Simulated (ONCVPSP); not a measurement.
## What one change does to a pseudopotential (helium (He), ONCV)

He, optimised norm-conserving Vanderbilt (ONCV), made with ONCVPSP 4.0.1 (PBE, scalar-relativistic). Core none, reference 1s2. Waves: 1s: rc 0.45 bohr, ncon 4, nbas 9, qcut 15 1/bohr, local; p scattering state at 0.38 Ha: rc 0.45 bohr, ncon 4, nbas 7, qcut 18.8 1/bohr, 2 projectors, debl 3.3 Ha. Local part: the s channel. Core correction: none.

Change: s: qcut 15.3; p: qcut 19.2.

Cutoffs: the cutoffs (Ha) at which the residual kinetic energy of the hardest occupied pseudo-wave falls to 1 and 0.1 mHa per electron; they do not see the model core or the augmentation charge, which bear on the density cutoff. Errors are all-electron minus pseudo energies relative to the spin-unpolarised reference configuration.

Predict the effect on cutoff, ghosts and configuration errors.

The potential gets neither clearly harder nor softer (94 Ha and 270 Ha → 95 Ha and 235 Ha); neither file shows a bound ghost.

```tsv
quantity	base	changed
cutoff, loose	94 Ha	95 Ha
cutoff, tight	270 Ha	235 Ha
bound ghosts	none	none
GHOST(+) flags under 300 eV	none	none
error for 1s1, meV [ΔE 26.96 eV]	+1.6	+1.5
error for 1s1.5, meV [ΔE 10.55 eV]	-0.2	-0.2
s: phases at 0.46 bohr within 0.05 rad from the reference energy up to (Ha; the scan ends near 5)	to the end of the scan	to the end of the scan
p: phases at 0.46 bohr within 0.05 rad from the reference energy up to (Ha; the scan ends near 5)	to the end of the scan	to the end of the scan
```
